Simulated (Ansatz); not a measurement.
A nudged elastic band was laid between two geometries of CH3ClZn + H2 (8 atoms, charge 0, multiplicity 1).

The calculation used RHF/def2-SVP (Ansatz).

| Property | Result |
| --- | --- |
| movable images | 9 |
| climbing image | yes |
| spring | 5.0 eV/Å² |
| optimiser | quadratic models (default) |
| start path | through a guess of the saddle point |
| force threshold | 0.03 eV/Å |
| iteration limit | 60 |
| end points | relaxed |

First end point:

```xyz
8
Properties=species:S:1:pos:R:3
Zn 0.224 -0.202 0.610
C 0.628 -0.561 2.517
H -0.249 -0.959 3.032
H 1.437 -1.288 2.614
H 0.933 0.354 3.029
Cl -0.205 0.179 -1.467
H -2.364 2.098 -0.226
H -2.798 2.483 0.246
```

Last end point:

```xyz
8
Properties=species:S:1:pos:R:3
Zn -0.958 0.858 -1.128
C 0.008 -0.015 2.766
H -0.327 -0.898 3.310
H 0.333 -0.308 1.768
H 0.843 0.442 3.297
Cl 0.622 -0.570 -1.420
H -2.105 1.895 -0.939
H -0.812 0.701 2.700
```

What changes between the two ends?

Bonds broken: Zn1–C2, H7–H8. Bonds formed: Zn1–H7, C2–H8. CH3ClZn + H2 becomes CH4 + ClHZn.

What energy profile does the band end with?

The forces met the threshold. The highest image is number 5 of 0 to 10, 2.45 eV above the first end and 3.14 eV above the last; the last end lies 0.69 eV below the first. Neighbouring images differ by up to 2.1 eV, so the band resolves the path poorly. A vibrational analysis at the climbing image gives 2 clearly imaginary modes (2037i, 139i cm⁻¹): a point of higher order. A lower path may pass nearby, or the ends, which weren't checked, may share the extra mode. The orbitals stay closed-shell, which can raise the energy where a bond breaks towards radicals; this wasn't checked here.

```tsv
image	path coordinate (Å)	energy (eV)	Zn1–C2 (Å)	H7–H8 (Å)	Zn1–H7 (Å)
0	0.00	0.00	1.98	0.75	3.56
1	0.83	0.00	1.98	0.75	3.24
2	1.65	0.02	1.98	0.75	3.07
3	2.48	0.08	1.98	0.75	2.94
4	3.31	0.57	2.00	0.75	2.33
5	4.13	2.45	2.22	1.07	1.81
6	4.78	0.34	2.58	1.67	1.61
7	5.43	-0.48	3.11	2.14	1.56
8	6.08	-0.65	3.46	2.71	1.56
9	6.73	-0.69	3.75	3.35	1.56
10	7.38	-0.69	4.11	4.04	1.56
```

What is the geometry of the highest image?


```xyz
8
Properties=species:S:1:pos:R:3
Zn -0.439 0.393 0.066
C -0.004 0.007 2.208
H -0.731 -0.498 2.850
H 0.751 -0.741 1.935
H 0.505 0.781 2.788
Cl 0.251 -0.179 -1.884
H -1.681 1.443 0.861
H -1.047 0.900 1.529
```

The run took 3.5 min on 1 thread of Arm Neoverse V1 (shared host), peak memory 0.17 GiB.
